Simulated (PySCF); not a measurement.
# Si4H10O3

The system: Si4H10O3, a molecule; neutral, singlet. The structure, one conformer, was relaxed in the gas phase by PBE0-D3(BJ)/def2-SVP. No frequency run checks that it is a minimum.

SMILES: O[Si]([SiH3])(O[SiH3])O[SiH3]

Coordinates in Å:
```
Si1    -0.115   -0.231    1.081
Si2     2.119    0.333    1.413
O3     -0.242   -1.527    0.057
Si4    -0.266   -1.979   -1.540
O5     -0.943    1.030    0.405
Si6    -1.221    2.008   -0.904
O7     -0.775   -0.617    2.539
H8      2.721    0.663    0.082
H9      2.251    1.527    2.302
H10     2.874   -0.813    2.004
H11     0.442   -3.282   -1.680
H12    -1.675   -2.123   -2.010
H13     0.423   -0.947   -2.376
H14    -2.201    3.059   -0.513
H15     0.053    2.649   -1.350
H16    -1.779    1.203   -2.032
H17    -1.677   -0.954    2.542
```

Shieldings: GIAO PBE0/pcSseg-1. Shifts are against computed references at the same level: H TMS (σ 31.27 ppm), Si TMS (σ 352.0 ppm). Core levels by delta-SCF with SCAN, pcX-2 on the ionised atom and pcseg-1 elsewhere, spin-free X2C (2p3/2 is the spin-free 2p value less a third of a first-order spin-orbit splitting); from the vacuum level, for chosen atoms.

Task: Give the shieldings and core levels atom by atom.

Result: 
```tsv
atoms	bonded to	σ (ppm)	δ (ppm)	core level (eV)
Si1	3 O + 1 Si	396.4	-44.4	2p3/2 107.90
Si2	1 Si + 3 H	470.4	-118.4	2p3/2 106.53
O3	2 Si	265.0	-	1s 537.84
Si4	1 O + 3 H	392.2	-40.2	-
O5	2 Si	262.5	-	1s 537.84
Si6	1 O + 3 H	393.1	-41.1	-
O7	1 Si + 1 H	259.0	-	1s 538.58
H8 H9 H10	1 Si	27.97	3.30	-
H11 H12 H13	1 Si	26.24	5.03	-
H14 H15 H16	1 Si	26.18	5.09	-
H17	1 O	29.02	2.25	-
```

Values are those of this one static structure, with the three H of a rotating XH3 group averaged; atoms that internal rotation interchanges would show their mean in an NMR spectrum.

Task: Which of Si1, Si2 holds its core electrons tightest, and by how much against the loosest?

Result: Si1 (bonded to 3 O + 1 Si), by 1.36 eV over Si2 (bonded to 1 Si + 3 H).

Task: By CAM-B3LYP/def2-SVPD (TDDFT singlets, Tamm-Dancoff triplets, ionisation by delta-SCF), where does absorption start, and what does vertical ionisation take?

Result: The lowest singlet lies at 7.21 eV (f 0.056), the strongest of the first 6 at 7.60 eV (f 0.067), the lowest triplet at 6.60 eV; vertical ionisation takes 10.16 eV.

The 3 runs behind this took 5.6 min in all, one thread each of Arm Neoverse V2 on a shared host, launched as `OMP_NUM_THREADS=1 python cluster_run.py task.json out`.
